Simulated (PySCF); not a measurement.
Diagnose this run.

A core-ionisation job on C2H3F2GeN, SMILES `C#[C][Ge]([NH2])([F])[F]`. Computed with delta-SCF UKS SCAN, pcX-1 on the ionised atom, pcseg-1 elsewhere, spin-free X2C (PySCF 2.14.0).

Driver input (Å, PBE0-D3(BJ)/def2-SVP geometry):

```
{"job": {"kind": "xps", "basis": "pcX-1"}, "charge": 0, "multiplicity": 1}
C      2.1825     1.2651    -0.1513
C      1.2548     0.5125     0.0668
Ge    -0.1969    -0.6296     0.3986
N     -1.6170    -0.2228    -0.6049
F      0.2294    -2.2723     0.1058
F     -0.5278    -0.6359     2.0969
H      3.0065     1.9300    -0.3448
H     -1.7954     0.7663    -0.7466
H     -2.4780    -0.7300    -0.4278
```

Output:

```
ground state, core basis on atom 0 (C), 122 functions
  cycle   1  E = -2426.33407833  |g| = 8.70e-01
  cycle   2  E = -2426.06305213  |g| = 1.53e+00
  cycle   3  E = -2426.47277649  |g| = 1.93e-01
  cycle   4  E = -2426.48027085  |g| = 5.81e-02
  cycle   5  E = -2426.48057378  |g| = 4.33e-02
  cycle   6  E = -2426.48102799  |g| = 1.33e-02
  cycle   7  E = -2426.48107201  |g| = 3.17e-03
  cycle   8  E = -2426.48107610  |g| = 7.40e-04
  cycle   9  E = -2426.48107762  |g| = 4.92e-04
  E(ground) = -2426.60860932 Eh
hole in C 1s of atom 0
  cycle   1  E = -2415.19806575  |g| = 1.50e+00
  cycle   2  E = -2411.33953425  |g| = 2.69e+00
  cycle   3  E = -2415.18430202  |g| = 1.09e+00
  cycle   4  E = -2415.49563922  |g| = 7.48e-01
  cycle   5  E = -2415.69935224  |g| = 3.75e-01
  cycle   6  E = -2415.76157053  |g| = 8.80e-02
  cycle   7  E = -2415.76553564  |g| = 3.98e-02
  cycle   8  E = -2415.76646131  |g| = 2.24e-02
  cycle   9  E = -2415.76691839  |g| = 1.14e-02
  cycle  10  E = -2415.76713479  |g| = 7.44e-03
  cycle  11  E = -2415.76726140  |g| = 7.44e-03
  cycle  12  E = -2415.76731683  |g| = 2.56e-03
  cycle  13  E = -2415.76732454  |g| = 9.34e-04
  cycle  14  E = -2415.76732515  |g| = 1.40e-04
  E(ion) = -2415.89444341 Eh   <S^2> = 0.8654   hole on atom = 1.000   binding energy = 291.547 eV
ground state, core basis on atom 1 (C), 122 functions
  cycle   1  E = -2426.47885088  |g| = 6.55e-02
  cycle   2  E = -2426.47072149  |g| = 1.85e-01
  cycle   3  E = -2426.47984307  |g| = 8.87e-03
  cycle   4  E = -2426.47986014  |g| = 4.37e-03
  cycle   5  E = -2426.47986275  |g| = 1.45e-03
  cycle   6  E = -2426.47986617  |g| = 3.60e-04
  E(ground) = -2426.60742058 Eh
hole in C 1s of atom 1
  cycle   1  E = -2415.20602086  |g| = 1.51e+00
  cycle   2  E = -2412.65310727  |g| = 2.28e+00
  cycle   3  E = -2415.33047561  |g| = 9.29e-01
  cycle   4  E = -2415.68151162  |g| = 4.56e-01
  cycle   5  E = -2415.72818688  |g| = 3.05e-01
  cycle   6  E = -2415.77145724  |g| = 8.60e-02
  cycle   7  E = -2415.77561777  |g| = 1.90e-02
  cycle   8  E = -2415.77609619  |g| = 1.20e-02
  cycle   9  E = -2415.77635682  |g| = 1.08e-02
  cycle  10  E = -2415.77654807  |g| = 5.37e-03
  cycle  11  E = -2415.77659394  |g| = 2.63e-03
  cycle  12  E = -2415.77659817  |g| = 2.67e-03
  cycle  13  E = -2415.77660072  |g| = 6.80e-04
  cycle  14  E = -2415.77660088  |g| = 1.26e-04
  E(ion) = -2415.90360853 Eh   <S^2> = 0.8568   hole on atom = 1.000   binding energy = 291.266 eV
ground state, core basis on atom 3 (N), 122 functions
  cycle   1  E = -2426.47809680  |g| = 5.12e-02
  cycle   2  E = -2426.47491644  |g| = 1.21e-01
  cycle   3  E = -2426.47852794  |g| = 2.17e-02
  cycle   4  E = -2426.47864360  |g| = 7.95e-03
  cycle   5  E = -2426.47865720  |g| = 2.32e-03
  cycle   6  E = -2426.47865949  |g| = 4.76e-04
  E(ground) = -2426.60404467 Eh
hole in N 1s of atom 3
  cycle   1  E = -2410.87522023  |g| = 1.85e+00
  cycle   2  E = -2410.13346303  |g| = 2.08e+00
  cycle   3  E = -2411.43751973  |g| = 5.61e-01
  cycle   4  E = -2411.41879921  |g| = 5.50e-01
  cycle   5  E = -2411.55763896  |g| = 1.47e-01
  cycle   6  E = -2411.56771315  |g| = 6.52e-02
  cycle   7  E = -2411.56937309  |g| = 2.01e-02
  cycle   8  E = -2411.56958159  |g| = 3.67e-03
  cycle   9  E = -2411.56959009  |g| = 1.93e-03
  cycle  10  E = -2411.56958893  |g| = 1.58e-03
  cycle  11  E = -2411.56958832  |g| = 2.69e-04
  E(ion) = -2411.69521396 Eh   <S^2> = 0.7647   hole on atom = 1.000   binding energy = 405.690 eV
ground state, core basis on atom 4 (F), 122 functions
  cycle   1  E = -2426.47786998  |g| = 4.73e-02
  cycle   2  E = -2426.47739984  |g| = 5.79e-02
  cycle   3  E = -2426.47804185  |g| = 1.59e-02
  cycle   4  E = -2426.47808638  |g| = 7.10e-03
  cycle   5  E = -2426.47809098  |g| = 8.64e-04
  cycle   6  E = -2426.47809468  |g| = 6.69e-04
  cycle   7  E = -2426.47809328  |g| = 1.37e-04
  E(ground) = -2426.60693588 Eh
hole in F 1s of atom 4
  cycle   1  E = -2400.15052063  |g| = 2.58e+00
  cycle   2  E = -2399.95881963  |g| = 2.15e+00
  cycle   3  E = -2400.86676638  |g| = 5.89e-01
  cycle   4  E = -2400.79479133  |g| = 6.50e-01
  cycle   5  E = -2401.02858894  |g| = 1.36e-01
  cycle   6  E = -2401.03801915  |g| = 4.57e-02
  cycle   7  E = -2401.03877247  |g| = 1.88e-02
  cycle   8  E = -2401.03892800  |g| = 5.03e-03
  cycle   9  E = -2401.03893842  |g| = 2.73e-03
  cycle  10  E = -2401.03894114  |g| = 7.30e-04
  cycle  11  E = -2401.03894144  |g| = 2.13e-04
  E(ion) = -2401.17518675 Eh   <S^2> = 0.7565   hole on atom = 1.000   binding energy = 692.033 eV
```

The program numbers atoms from 0. E(ground) and E(ion) are re-evaluated on a finer grid than the cycles, so they differ from the last cycles; that is no fault.

Question: Do all binding energies of this run deserve the same trust?

Answer: No. Every hole passed the driver's convergence checks (|g| < 5e-4, core orbital emptied to over 0.9), but ⟨S²⟩ is 0.865 for C1s on atom 0 and 0.857 for C1s on atom 1, against 0.75 for a pure doublet, so the unrestricted ion state holds higher spin components.

Question: How can it be mended?

Answer: Recompute such holes with a restricted open-shell or spin-projected scheme and compare; until then these binding energies are doubtful.
